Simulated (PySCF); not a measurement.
Bonds (- single, = double, # triple, : aromatic): C1#C2 1.217 Å, C2-Si3 1.842 Å, Si3-B4 2.034 Å, B4-O5 1.360 Å, B4-O6 1.359 Å. C1 carries H7; Si3 carries H8, H9; O5 carries H10; O6 carries H11.

Geometry: PBE0-D3(BJ)/def2-SVP; GIAO absolute shieldings from PySCF 2.14.0 with density-fitted response routines, gas phase, non-relativistic, averaged over equivalent atoms.

At PBE0/pcSseg-0 (68 basis functions, 4.6 s wall time on 1 thread of an Arm Neoverse V1, shared host):
```
  atoms  σ (ppm)
     C1     83.8
     C2    108.0
    Si3    493.0
     B4     74.7
  O5/O6    189.5
  H8/H9    28.47
H10/H11    29.71
     H7    30.58
```

Estimate the result of repeating the calculation with PBE0/def2-TZVP.

## Answers


```json
{"atoms": "C1", "σ at PBE0/def2-TZVP": "84.7", "change": "+0.9"}
{"atoms": "C2", "σ at PBE0/def2-TZVP": "103.0", "change": "-5.0"}
{"atoms": "Si3", "σ at PBE0/def2-TZVP": "431.6", "change": "-61.4"}
{"atoms": "B4", "σ at PBE0/def2-TZVP": "73.7", "change": "-1.0"}
{"atoms": "O5/O6", "σ at PBE0/def2-TZVP": "191.1", "change": "+1.6"}
{"atoms": "H8/H9", "σ at PBE0/def2-TZVP": "27.14", "change": "-1.33"}
{"atoms": "H10/H11", "σ at PBE0/def2-TZVP": "28.49", "change": "-1.22"}
{"atoms": "H7", "σ at PBE0/def2-TZVP": "29.41", "change": "-1.17"}
```

The largest change is at Si3 (silicon bonded to C, B, 2 H). Cost: 222 basis functions, 22 s wall time on 1 thread of an Arm Neoverse V1, shared host.
